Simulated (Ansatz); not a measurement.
A made-up structure of LiGaHClO, singlet:

Li1  (-0.488, 2.567, -1.444)
O2  (-0.166, 0.843, -0.961)
Ga3  (0.132, -0.711, 0.147)
Cl4  (0.091, -0.334, 2.566)
H5  (0.430, -2.365, -0.307)
(Å)

It is relaxed with PBE-D4/def2-SVP and then PBE0-D4/def2-TZVP (Ansatz 0.2.0). Atoms count as bonded within 1.22 times the sum of their covalent radii (H–H: 0.88 Å). The end point is not checked to be a true minimum.

(1) Does its bonding change? (A judgement: the text doesn't fix the answer.)

## Answers

(1) The calculation gives: No: no bond forms or breaks.

Where it ends: The first stage lowers the energy by 1.05 eV in 4 steps. It ends as LiGaHClO ([Li][O][GaH][Cl]):
```
5
angstrom
Li -0.4353 2.2911 -1.2984
O -0.1486 0.7558 -0.8523
Ga 0.1176 -0.6333 0.1332
Cl 0.0828 -0.3042 2.2938
H 0.3834 -2.1093 -0.2763
```

Labels in which every atom is bracketed show which atoms are joined, not bond orders.

For scale, one of the runs: PBE0-D4/def2-TZVP relaxation, 136 basis functions, launched by `ansatz run in.yaml --threads 2 --pin off --events-out ev --progress --plain --max-ram 4352MiB`. The run took about 12 s on 2 CPU threads of an Intel Xeon 6975P-C (shared host).
